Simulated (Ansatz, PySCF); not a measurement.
Molecule: GaH3 (charge 0, singlet). 
Coordinates optimised at B3LYP-D3(BJ)/def2-TZVP (Ansatz, a first-principles code):
```
Ga
H 1 1.5699
H 1 1.5699 2 120.00
H 1 1.5699 2 120.00 3 -180.00
```
Charge 0, spin multiplicity 1.

Quantity: vertical electron affinity (to the doublet state of charge -1; a negative value means that the extra electron is unbound and the number depends on the basis; each state is the SCF solution reached for its spin; the molecule has degenerate orbitals, so one determinant may break the symmetry; for the doublet T1 is 0.054), in eV. Valence correlation only, unless marked. UHF or UKS for open shells. Spin-orbit coupling is left out. Frozen are the shells of the preceding noble gas and the d and f shells that filled before the atom's block. Non-relativistic. Anions need diffuse functions: aug- sets have them; def2-D sets add few. Basis-set limits of correlation are two-point, X^-3; Hartree-Fock from the larger set.

```json
[
 {"level": "SVWN5/def2-TZVPD", "program": "Ansatz", "vertical electron affinity (eV)": "0.22"},
 {"level": "B3LYP/def2-TZVPD", "program": "Ansatz", "vertical electron affinity (eV)": "0.05"},
 {"level": "M06-2X/def2-TZVPD", "program": "PySCF", "vertical electron affinity (eV)": "0.05"},
 {"level": "SCS-MP2/aug-cc-pVTZ", "program": "Ansatz", "vertical electron affinity (eV)": "-0.02"}
]
```

Task: Predict the CCSD(T)/CBS(aug-cc-pVTZ,aug-cc-pVQZ) result (Ansatz).

Result: 0.17 eV, so SCS-MP2/aug-cc-pVTZ differs from it by -0.19 eV.
